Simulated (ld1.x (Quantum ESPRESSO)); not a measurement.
# Varying the TM semilocal potential for N

Base potential:

| Quantity | Value |
| --- | --- |
| Element | nitrogen (N) |
| Generator | ld1.x (Quantum ESPRESSO) 7.5 |
| Type | norm-conserving Troullier–Martins (semilocal form) |
| Functional | LDA (PZ) |
| Relativity | non-relativistic |
| Frozen core | [He] |
| Valence charge | 5 |
| Reference configuration | 2s1 2p4 |
| Partial waves | 2s (bound): rc 0.70 bohr; 2p (bound): rc 2.20 bohr |
| Local potential | the p channel |
| Core correction | Bessel-smoothed model core, default radius (core density twice the valence density) |

Cutoffs, loose and tight: the cutoffs (Ry, on a coarse ladder) from which the occupation-weighted sum of valence levels, in a spherical-Bessel basis at the reference potential, stays within 10 and 1 mRy of its value at 400 Ry. They do not see the model core or the augmentation charge, which bear on the density cutoff. Test errors are all-electron minus pseudo excitation energies from the reference, over the configurations 2s2 2p3; 2s2 2p2; 2s2 2p1; 2s2 2p3.3; 2s2 2p2.5; 2s1 2p3; 2s2 2p0 (two spin-polarised tests are not counted in the largest error). A dash means not determined; rows that change the core or the reference have their own tests. The largest error is taken over the tests solved by every variant that gives reliable tests at all: 2s1 2p3; 2s2 2p0; 2s2 2p1; 2s2 2p2; 2s2 2p2.5; 2s2 2p3; 2s2 2p3.3.

In the semilocal form every listed channel keeps its own potential, so the choice of the local channel does not act on these tests. It acts once the file is put into the separable form.

A semilocal file is local in each channel, so a ghost entry of none says nothing of the separable form that plane-wave codes build from it.

The default core radius of the base comes out at 0.40 bohr.

```tsv
change	outcome	cutoff, loose	cutoff, tight	bound ghosts	largest test error (meV)
base	generated	110 Ry	260 Ry	none	+2883
core correction Bessel-smoothed model core inside 0.42 bohr	generated	110 Ry	260 Ry	none	+2883
functional PBE	generated	110 Ry	260 Ry	none	+2851
wave 2p (bound): rc 2.20 bohr becomes 2p (bound): rc 2.40 bohr	generated	110 Ry	260 Ry	none	+3938
reference 2s2 2p1	generated	140 Ry	300 Ry	none	+1163
scalar-relativistic	generated	110 Ry	260 Ry	none	+2883
wave 2s (bound): rc 0.70 bohr becomes 2s (bound): rc 0.86 bohr	generated	50 Ry	120 Ry	none	+2865
core correction Bessel-smoothed model core inside 0.56 bohr	generated	110 Ry	260 Ry	none	+2884
all radii but the core radius scaled by about 1.17 (s 0.82, p 2.58 bohr)	generated	45 Ry	120 Ry	none	+4888
```

Problem. What comes out with this change to the base: all radii but the core radius scaled by about 1.37 (s 0.96, p 3.02 bohr)?

Solution. outcome: generated; cutoff, loose: 45 Ry; cutoff, tight: 120 Ry; bound ghosts: none; largest test error (meV): +7261.

Problem. What comes out with this change to the base: type PAW, which also changes the form from semilocal to separable; waves now 2s (bound): rcut 0.60, rcutus 0.70 bohr; 2s channel at 0.15 Ry: rcut 0.60, rcutus 0.70 bohr; 2p (bound): rcut 1.90, rcutus 2.20 bohr; 2p channel at 2.2 Ry: rcut 1.90, rcutus 2.20 bohr; local potential all-electron potential smoothed inside 1.15 bohr (lloc = -1); augmentation PSQ, radius 0.60 bohr?

Solution. outcome: generated; cutoff, loose: 55 Ry; cutoff, tight: 80 Ry; bound ghosts: none; largest test error (meV): +38.
